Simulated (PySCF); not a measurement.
Radial density of Te⁵⁰⁺ (tellurium, charge +50)

UHF, 1s2, closed-shell 1S. Computed with PySCF 2.14 in an even-tempered Gaussian basis (15 s from 110 bohr⁻², ratio 2.2; 7 p from 160 bohr⁻², ratio 2.4; 4 d from 480 bohr⁻², ratio 2.4; 3 f from 720 bohr⁻², ratio 2.4; 3 g from 1100 bohr⁻², ratio 2.4), with the non-relativistic Hamiltonian (point nucleus).

```tsv
r (bohr)	4πr²ρ (e/bohr)
0.000490	0.2532
0.000824	0.6919
0.00139	1.846
0.00233	4.735
0.00392	11.36
0.00659	24.34
0.0111	43.18
0.0187	55.80
0.0314	42.36
0.0528	13.17
0.0888	0.9140
0.149	0.004911
```

A non-relativistic calculation at this Z misses sizeable relativistic shifts.
